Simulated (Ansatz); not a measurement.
Consider the redistribution: `[BH2][GeH2][SiH3]` + `B[CH2][GaH2]` → `[SiH3][GeH2][GaH2]` + `BCB`.

Computed with Ansatz on PBE0-D4/def2-TZVP structures; ΔE is electronic, products minus reactants. CCSD(T)/CBS adds triple-zeta CCSD(T) − MP2 to the extrapolated MP2 energy (def2 sets, frozen cores). Functionals use def2-TZVPP. For Ga, Ge outer-core shells are correlated without core-valence functions, which leaves a few kJ/mol of doubt a bond. Scalar relativity is left out up to krypton.

| level | ΔE (kJ/mol) |
| --- | --- |
| r2SCAN0-D4 | -48.5 |
| PBE-QIDH | -45.9 |
| r2SCAN0 | -48.6 |
| HF/def2-SVP | -55.6 |
| HF/def2-TZVPP | -52.1 |
| SCS-MP2/def2-TZVPP | -40.7 |
| CCSD(T)/def2-TZVPP | -40.2 |
| SCS-MP2/def2-QZVPP | -40.9 |

**Question.** What does CCSD(T)/CBS give? (Estimate.)

**Answer.** Ansatz gave: -40.2 kJ/mol. The listed levels differ from it by -8.3, -5.7, -8.4, -15.4, -11.9, -0.5, 0.0, -0.7 kJ/mol.

Largest T1 diagnostic among the species: 0.013.

In def2-TZVPP, CCSD(T) changes the Hartree–Fock value by +12.0 kJ/mol (the triples alone add +1.8 kJ/mol) and MP2 by +11.9 kJ/mol. Leaving LDA and LC-ωPBE aside and taking each functional with its dispersion term where it has one, the values, not all of them listed here, spread over 6.9 kJ/mol, from BHLYP-D4 to revPBE-D4.
